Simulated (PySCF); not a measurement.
2,3-dihydrobenzo[b]thiophene, C8H8S.
Structure used (PBE0-D3(BJ)/def2-SVP), in Å, numbered top down from 1:
```
atom  x, y, z in Å
C1     2.1363   -0.6357    0.0717
C2     2.2828    0.6953   -0.3168
C3     1.1709    1.5319   -0.4223
C4    -0.0888    1.0140   -0.1281
C5    -0.2482   -0.3210    0.2771
C6     0.8693   -1.1429    0.3712
C7    -1.6703   -0.6646    0.6284
C8    -2.5565    0.3356   -0.1102
S9    -1.6117    1.9014   -0.1938
H10    3.0126   -1.2842    0.1405
H11    3.2749    1.0887   -0.5520
H12    1.2851    2.5706   -0.7404
H13    0.7541   -2.1848    0.6826
H14   -1.8065   -0.5568    1.7201
H15   -1.9328   -1.7014    0.3672
H16   -3.5120    0.5258    0.3975
H17   -2.7648    0.0020   -1.1391
```

Computed with TDDFT PBE0/def2-SVPD, vertical, gas phase, core orbitals frozen in the response in PySCF.

Ground-to-excited transition dipoles (e·a0, same axes as the geometry; the sign carries no meaning), for the states with f of 0.002 or more among the lowest 7:

```tsv
state	E (eV)	μx	μy	μz
S1	4.536	0.440	0.140	-0.147
S2	4.806	-0.513	0.287	-0.044
S3	4.996	0.790	-0.613	0.093
S4	5.649	-0.127	-0.044	0.349
S5	5.990	0.479	0.334	-0.222
S6	6.153	-0.159	-0.093	-0.112
S7	6.340	1.062	-0.686	-0.024
```

**Question.** What oscillator strength does each state have?

**Answer.** f = (2/3) ΔE |μ|² with ΔE in hartree (27.2114 eV).

| state | \|μ\|² (au) | \|μ\| (D) | f |
| --- | --- | --- | --- |
| S1 | 0.234 | 1.23 | 0.026 |
| S2 | 0.348 | 1.50 | 0.041 |
| S3 | 1.009 | 2.55 | 0.124 |
| S4 | 0.140 | 0.95 | 0.019 |
| S5 | 0.390 | 1.59 | 0.057 |
| S6 | 0.046 | 0.55 | 0.007 |
| S7 | 1.598 | 3.21 | 0.248 |

**Question.** What angle do the transition dipoles of S4 and S7 make?

**Answer.** |cos θ| = |μa·μb| / (|μa| |μb|) = 0.24, so θ ≈ 76° (taken between 0 and 90°, since the signs are arbitrary).

**Question.** What peak molar absorption coefficient would the strongest computed level give as a lone Gaussian band 0.3 eV wide at half height?

**Answer.** ε(max) = 2.175×10⁸ f / FWHM, with the width in cm⁻¹. S7: 2.175×10⁸ × 0.2483 / 2420 ≈ 22000 L mol⁻¹ cm⁻¹.

All these states lie below the vertical ionisation energy of 7.71 eV (ΔSCF).

One conformer stands for the species.
